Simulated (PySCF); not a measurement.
**SrH: input and log**

State: ²Σ⁺ (doublet), unpaired electrons σ ↑.

An equivalent input (the run itself took its basis sets from the Basis Set Exchange, started from a PBE0 density and held the occupation σ 4α 3β, πx 1α 1β, πy 1α 1β):

```python
from pyscf import gto, scf, cc
mol = gto.M(atom='Sr 0 0 0; H 0 0 2.151', basis={'Sr': 'def2-SVPD', 'H': 'def2-SVPD'}, ecp={'Sr': 'def2-SVPD'},
            charge=0, spin=1, verbose=4, symmetry='C2v')
mf = scf.UHF(mol)
mf.irrep_nelec = {'A1': (4, 3), 'B1': (1, 1), 'B2': (1, 1)}
mf.conv_tol = 1e-9
mf.max_cycle = 60
mf.diis_space = 10
mf.kernel()
mycc = cc.CCSD(mf, frozen=[[33], [33]])
mycc.run(conv_tol=1e-7, conv_tol_normt=1e-5, max_cycle=80, diis_space=8)
et = mycc.ccsd_t()
```

The SCF ended at -30.88789020 hartree. The coupled-cluster part of the log:

```
******** <class 'pyscf.cc.uccsd.UCCSD'> ********
CC2 = 0
CCSD nocc = (6, 5), nmo = (33, 33)
frozen orbitals [[33], [33]]
max_cycle = 80
direct = 0
conv_tol = 1e-07
conv_tol_normt = 1e-05
diis_space = 8
diis_start_cycle = 0
diis_start_energy_diff = 1e+09
Init t2, MP2 energy = -0.0866481638415256
Init E_corr(UCCSD) = -0.0866481638430341
cycle = 1  E_corr(UCCSD) = -0.0958460846243173  dE = -0.00919792078  norm(t1,t2) = 0.0503673
cycle = 2  E_corr(UCCSD) = -0.0985044538268447  dE = -0.0026583692  norm(t1,t2) = 0.0238387
cycle = 3  E_corr(UCCSD) = -0.100326759115661  dE = -0.00182230529  norm(t1,t2) = 0.0150427
cycle = 4  E_corr(UCCSD) = -0.100218676576991  dE = 0.000108082539  norm(t1,t2) = 0.0058379
cycle = 5  E_corr(UCCSD) = -0.100181402101233  dE = 3.72744758e-05  norm(t1,t2) = 0.00231138
cycle = 6  E_corr(UCCSD) = -0.100220497083329  dE = -3.90949821e-05  norm(t1,t2) = 0.000981259
cycle = 7  E_corr(UCCSD) = -0.100222766003684  dE = -2.26892036e-06  norm(t1,t2) = 0.000264721
cycle = 8  E_corr(UCCSD) = -0.100222062843727  dE = 7.03159957e-07  norm(t1,t2) = 0.000119434
cycle = 9  E_corr(UCCSD) = -0.100222367889028  dE = -3.05045301e-07  norm(t1,t2) = 3.97715e-05
cycle = 10  E_corr(UCCSD) = -0.100222165599067  dE = 2.02289962e-07  norm(t1,t2) = 1.37849e-05
cycle = 11  E_corr(UCCSD) = -0.100222149119636  dE = 1.64794309e-08  norm(t1,t2) = 5.69952e-06
UCCSD converged
E(UCCSD) = -30.9881123461326  E_corr = -0.1002221491196357
UCCSD(T) correction = -0.00152892066022644
```

T1 diagnostic 0.021, D1 0.072, 11 electrons correlated, 1 of the virtual orbitals (those above 20 hartree) left out.

Repeating this along the bond gives Re = 2.160 Å and ωe = 1194 cm⁻¹.

A point of this curve took 1.1 CPU seconds beside 0.029 for the integrals (shared host).

Correlated steps freeze no core orbitals. Spin–orbit coupling is left out. The state was picked by a PBE0 search and need not be the measured ground state.
